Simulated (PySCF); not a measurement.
This PySCF input asks for the NMR shieldings of SMILES C[BH2-][S+](CC)CC, C$_{5}$H$_{15}$BS; the geometry comes from GFN2-xTB.

```python
import basis_set_exchange as bse
import numpy as np
from pyscf import gto, dft
from pyscf.prop import nmr

atoms = """
C    -2.092715   -1.558210   -0.266829
B    -1.451747   -1.225630    1.177710
S     0.109619    0.028473    0.973960
C    -0.630737    1.426971    0.048220
C     0.369630    2.513363   -0.294170
C     1.118065   -0.784137   -0.330736
C     2.589114   -0.436654   -0.200274
H    -2.532726   -0.694638   -0.767317
H    -1.395403   -2.023461   -0.964981
H    -2.903574   -2.271119   -0.125504
H    -0.925001   -2.151161    1.706665
H    -2.157915   -0.603402    1.902983
H    -1.106139    1.024709   -0.844529
H    -1.400510    1.806413    0.718887
H    -0.151503    3.367652   -0.721856
H     0.897493    2.842030    0.597440
H     1.097428    2.162367   -1.021363
H     0.715922   -0.486349   -1.297069
H     0.964983   -1.853116   -0.191906
H     3.163642   -0.972970   -0.952824
H     2.955233   -0.720600    0.782791
H     2.756430    0.628854   -0.330933
"""
names = dict.fromkeys(["C", "B", "S", "H"], "pcSseg-1")
basis = {el: gto.basis.parse(bse.get_basis(n, elements=[el], fmt="nwchem")) for el, n in names.items()}
mol = gto.M(atom=atoms, basis=basis, charge=0, verbose=0)
mf = dft.RKS(mol, xc="PBE0")
mf.grids.level = 2
mf.grids.alignment = dft.numint.BLKSIZE   # the property module wants whole blocks of grid points
mf.conv_tol = 1e-9
mf.kernel()

calc = nmr.RKS(mf)   # GIAO
C = mf.mo_coeff
Co = C[:, mf.mo_occ > 0]
resp = mf.gen_response(singlet=True, hermi=2)
def vind(x):   # induced exchange potential for any number of trial vectors
    d = np.einsum("pi,xij,qj->xpq", C, 2 * x.reshape(-1, C.shape[1], Co.shape[1]), Co, optimize=True)
    return np.einsum("xpq,pi,qj->xij", resp(d - d.transpose(0, 2, 1)), C, Co, optimize=True).ravel()
mo1, _ = nmr.rhf.solve_mo1(calc, with_cphf=vind)
sigma = calc.kernel(mo1)
for i, s in enumerate(sigma):   # ppm
    w = np.linalg.eigvalsh((s + s.T) / 2)
    print("%2d %-2s iso %8.1f  s11 %8.1f  s22 %8.1f  s33 %8.1f" % (i, mol.atom_pure_symbol(i), w.mean(), *w))
```

Problem. Give the expected output.

Solution. 
```
 0 C  iso    190.7  s11    186.6  s22    188.0  s33    197.6
 1 B  iso    116.2  s11     97.0  s22    112.6  s33    139.1
 2 S  iso    438.7  s11    344.7  s22    409.5  s33    561.9
 3 C  iso    145.9  s11    126.0  s22    138.6  s33    173.2
 4 C  iso    171.0  s11    156.7  s22    170.3  s33    186.0
 5 C  iso    145.5  s11    127.8  s22    134.8  s33    173.9
 6 C  iso    168.1  s11    154.0  s22    163.2  s33    187.0
 7 H  iso     31.8  s11     26.8  s22     31.7  s33     36.9
 8 H  iso     31.9  s11     27.0  s22     32.1  s33     36.7
 9 H  iso     31.6  s11     27.2  s22     27.6  s33     40.0
10 H  iso     29.3  s11     24.8  s22     29.0  s33     34.1
11 H  iso     29.3  s11     24.9  s22     28.8  s33     34.3
12 H  iso     28.9  s11     22.6  s22     30.5  s33     33.5
13 H  iso     29.3  s11     23.2  s22     28.7  s33     36.0
14 H  iso     30.2  s11     25.0  s22     27.1  s33     38.5
15 H  iso     30.4  s11     26.2  s22     28.7  s33     36.4
16 H  iso     30.5  s11     25.6  s22     30.7  s33     35.3
17 H  iso     29.5  s11     25.4  s22     29.9  s33     33.4
18 H  iso     28.9  s11     22.4  s22     30.1  s33     34.0
19 H  iso     30.3  s11     25.2  s22     27.0  s33     38.6
20 H  iso     30.3  s11     26.0  s22     28.5  s33     36.5
21 H  iso     30.5  s11     25.2  s22     31.0  s33     35.4
```

These numbers come from an equivalent density-fitted implementation of the same equations, which agrees with the script to about 0.01 ppm for H and up to a few tenths of a ppm for heavy atoms, so last digits may differ.

Size and cost of the density-fitted run: 201 basis functions, 50 s wall time on 1 thread of an Arm Neoverse V1, shared host; peak memory 0.92 GiB.
